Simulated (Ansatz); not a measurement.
Geometry optimisation, Ansatz, RKS PBE/def2-SVP.

Input file:

```yaml
crystal:
  periodic: [false, false, false]
  atoms:
    - { symbol: F, position_ang: [2.4102, -0.3242, -0.5757] }
    - { symbol: C, position_ang: [1.1434, 0.0564, -1.0569] }
    - { symbol: C, position_ang: [0.0479, 0.0302, -0.3095] }
    - { symbol: O, position_ang: [-1.134, 0.3118, -0.5115] }
    - { symbol: Si, position_ang: [-0.8415, -0.2097, 1.082] }
    - { symbol: F, position_ang: [-1.0656, 1.0847, 2.0359] }
    - { symbol: H, position_ang: [1.2134, 0.3446, -2.0937] }
    - { symbol: H, position_ang: [-1.6816, -1.3508, 1.3735] }
basis:
  gaussian: { orbitals: def2-SVP }
hamiltonian:
  xc: pbe
relax:
  f_tol: 0.02
  max_steps: 40
scf:
  lower_state_search: "off"
```

Launched with:

```bash
$ ansatz run input.yaml --threads 4 --pin off --max-ram 5120MiB --backend cpu --events-out ev --progress --plain --runs-dir out
```

**Question.** Where does it end, and by what steps?

**Answer.** It converged. After 11 steps the energy has fallen by 1.129 eV; F6 moved furthest, 0.18 Å. The start is strongly strained (largest force component 9 eV/Å).

| step | energy less start (eV) | largest force component (eV/Å) | accepted |
| --- | --- | --- | --- |
| 0 | 0.0000 | 9.447 | yes |
| 1 | -0.7925 | 4.351 | yes |
| 2 | -1.0668 | 1.155 | yes |
| 3 | -1.0915 | 0.469 | yes |
| 4 | -1.1118 | 0.466 | yes |
| 5 | -1.1260 | 0.116 | yes |
| 6 | -1.1266 | 0.109 | yes |
| 7 | -1.1271 | 0.137 | yes |
| 8 | -1.1289 | 0.037 | yes |
| 9 | -1.1291 | 0.024 | yes |
| 10 | -1.1275 | 0.214 | no |
| 11 | -1.1291 | 0.008 | yes |

```xyz
8
Properties=species:S:1:pos:R:3
F 2.471 -0.324 -0.659
C 1.251 0.034 -1.096
C 0.181 -0.003 -0.291
O -1.183 0.348 -0.592
Si -0.988 -0.133 1.043
F -1.156 1.013 2.178
H 1.219 0.352 -2.151
H -1.703 -1.344 1.512
```

Whether the end is a true minimum wasn't checked by a vibrational analysis.

Run time: 15 s on 4 threads of Arm Neoverse N1, on a shared host, peak memory 0.14 GiB.
